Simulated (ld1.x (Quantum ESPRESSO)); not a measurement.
How hard is this Tb PAW potential?

```
Element                 : terbium
Generator               : ld1.x (Quantum ESPRESSO) 7.5
Type                    : PAW
Functional              : LDA (PZ)
Relativity              : scalar-relativistic
Frozen core             : [Kr] 4d10
Valence charge          : 19
Reference configuration : 4f9 5s2 5p6 5d0 6s0 6p0 (charge +2)
Partial waves           : 5s (bound): rcut 2.00, rcutus 2.25 bohr; 6s (bound, empty): rcut 2.00, rcutus 2.25 bohr; 5p (bound): rcut 2.05, rcutus 2.60 bohr; 6p (bound, empty): rcut 2.05, rcutus 2.60 bohr; 5d (bound, empty): rcut 2.45, rcutus 3.05 bohr; 5d channel at -0.7 Ry: rcut 2.45, rcutus 3.05 bohr; 4f (bound): rcut 0.60, rcutus 0.80 bohr; 4f channel at 2.35 Ry: rcut 0.60, rcutus 0.80 bohr
Local potential         : all-electron potential smoothed inside 2.90 bohr (lloc = -2)
Core correction         : Bessel-smoothed model core inside 0.40 bohr
Augmentation charge     : BESSEL, radius 0.50 bohr
```

The pseudo-atom Hamiltonian at the reference potential is diagonalised in spherical Bessel functions j_l(qr) that vanish at 20 bohr, with q² up to the cutoff. All-electron valence levels (Ry): 5s -4.5325, 6s -1.0541, 5p -2.8597, 6p -0.7287, 5d -1.0115, 4f -1.2588.

Q: How do the lowest levels (Ry) of each channel move with the cutoff, and are there ghosts?

A:

```csv
cutoff (Ry),s #1,s #2,s #3,p #1,p #2,d #1,f #1,Σ f·Δε (mRy)
8,-4.5205,-1.0100,-0.4184,-2.8446,-0.6705,-1.0043,-0.2867,8861.9
15,-4.5320,-1.0480,-0.4292,-2.8593,-0.7162,-1.0114,-0.2895,8725.4
25,-4.5324,-1.0540,-0.4309,-2.8596,-0.7283,-1.0116,-0.2918,8701.6
35,-4.5325,-1.0541,-0.4310,-2.8597,-0.7287,-1.0116,-0.2933,8688.2
50,-4.5325,-1.0541,-0.4310,-2.8597,-0.7288,-1.0116,-0.2949,8673.4
70,-4.5325,-1.0541,-0.4310,-2.8597,-0.7288,-1.0116,-0.2983,8642.8
100,-4.5325,-1.0541,-0.4310,-2.8597,-0.7288,-1.0116,-0.3514,8165.2
140,-4.5325,-1.0541,-0.4310,-2.8597,-0.7288,-1.0116,-0.9735,2566.0
180,-4.5325,-1.0541,-0.4310,-2.8597,-0.7288,-1.0116,-1.2265,289.2
260,-4.5325,-1.0541,-0.4310,-2.8597,-0.7288,-1.0116,-1.2558,25.7
400,-4.5325,-1.0541,-0.4310,-2.8597,-0.7288,-1.0116,-1.2586,0.0
```

Result: no extra level below or beside the all-electron valence levels (s, p, d, f tested); 10 mRy is reached at over 300 Ry and 1 mRy at over 300 Ry.

Test run stopped at test 1 of 9 (negative rho).
